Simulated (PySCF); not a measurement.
Screening by computed properties: pick the candidate that meets the target.

Each SMILES stands for a single optimised conformer of the isolated species, non-relativistic unless stated. Electronic properties by PySCF.

The conformers computed, where there is a choice (atom-mapped SMILES and torsion angles):
- `[CH3:1][CH2:2][O:3][C@@H:4]1[CH2:5]/[C:6]1=[CH:7]/[F:8]`: C1–C2–O3–C4 179°, C2–O3–C4–C5 148°
- `[CH3:1][CH2:2][S:3][Si:4]([F:5])([F:6])[F:7]`: C1–C2–S3–Si4 -70°, C2–S3–Si4–F5 -162°
- `[F:1][CH:2]([F:3])[C@@H:4]([F:5])[SiH2:6][SH:7]`: F1–C2–C4–F5 -87°, C2–C4–Si6–S7 173°, H–S7–Si6–C4 40°
- `[CH3:1][O:2]/[CH:3]=[CH:4]/[CH2:5]/[CH:6]=[CH:7]\[F:8]`: C1–O2–C3–C4 0°, C3–C4–C5–C6 -112°, C4–C5–C6–C7 -120°

The conformers of `C=C1C[C@@H](O)[C@H](F)C1` aren't listed.

Problem. Wanted: lowest triplet excitation (Tamm–Dancoff) above 5.4 eV (TDA B3LYP/def2-SVPD) and HOMO energy below -7.2 eV (B3LYP/def2-SVPD), at GFN2-xTB geometries. Which candidate meets both?
A. `CCO[C@@H]1C/C1=C/F`
B. `F[Si](SCC)(F)F`
C. `C=C1C[C@@H](O)[C@H](F)C1`
D. `FC(F)[C@@H](F)[SiH2]S`

Solution. D. Computed values:
| species | lowest triplet excitation (Tamm–Dancoff) | HOMO energy |
| --- | --- | --- |
| C=C1C[C@@H](O)[C@H](F)C1 | 4.20 eV | -7.10 eV |
| CCO[C@@H]1C/C1=C/F | 4.38 eV | -7.26 eV |
| F[Si](SCC)(F)F | 5.29 eV | -7.73 eV |
| FC(F)[C@@H](F)[SiH2]S | 5.51 eV | -7.41 eV |

Problem. Wanted: static isotropic polarisability below 80 au (B3LYP/def2-SVPD) and electronic spatial extent ⟨r²⟩ about the centre of nuclear charge above 1260 bohr² (B3LYP/def2-SVPD), at GFN2-xTB geometries. Which candidate meets both?
A. `FC(F)[C@@H](F)[SiH2]S`
B. `CO/C=C/C/C=C\F`
C. `F[Si](F)(F)SCC`
D. `CCO[C@@H]1C/C1=C/F`

Solution. A. Computed values:
```
              species  static isotropic polarisability  electronic spatial extent ⟨r²⟩ about the centre of nuclear charge
       F[Si](F)(F)SCC                          67.4 au                                                         1104 bohr²
FC(F)[C@@H](F)[SiH2]S                          75.0 au                                                         1317 bohr²
   CCO[C@@H]1C/C1=C/F                          78.4 au                                                         1196 bohr²
       CO/C=C/C/C=C\F                          81.7 au                                                         1607 bohr²
```
